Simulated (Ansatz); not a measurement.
```yaml
crystal:
  periodic: [false, false, false]
  atoms:
    - {symbol: C, position_ang: [-1.565620, 2.267605, 1.271084]}
    - {symbol: C, position_ang: [-1.468351, 1.078639, 0.676014]}
    - {symbol: N, position_ang: [-0.304614, 0.457578, 0.257027]}
    - {symbol: Al, position_ang: [-0.139544, -1.133831, -0.542339]}
    - {symbol: Si, position_ang: [2.134244, -1.845954, -1.113180]}
    - {symbol: H, position_ang: [-0.692015, 2.874590, 1.485115]}
    - {symbol: H, position_ang: [-2.531861, 2.658378, 1.557401]}
    - {symbol: H, position_ang: [-2.369544, 0.501791, 0.479432]}
    - {symbol: H, position_ang: [0.515700, 1.016936, 0.452714]}
    - {symbol: H, position_ang: [-1.493071, -1.916989, -0.796529]}
    - {symbol: H, position_ang: [2.151855, -3.180989, -1.773724]}
    - {symbol: H, position_ang: [2.788254, -0.877614, -2.040314]}
    - {symbol: H, position_ang: [2.994868, -1.934840, 0.101901]}
basis:
  gaussian: {orbitals: ANO-RCC-VTZP}
total_charge: -1
magnetization: {spin_polarized: true, initial_magnetization: 1}
hamiltonian: {xc: {name: HF}}
correlation: {active_space: {window: {electrons: 3, orbitals: 2}}}
output: {forces: true}
```

```sh
$ ansatz run in.yaml --threads 4 --pin off --events-out ev --progress --plain --max-ram 10444MiB
```

Question: How does Ansatz answer? (An estimate is asked.)

Answer: Ansatz gave: The program refused the input.
```
Error: invalid value for `correlation.active_space`: it starts from restricted Hartree–Fock orbitals; set hamiltonian.xc: hf without magnetization.spin_polarized
```
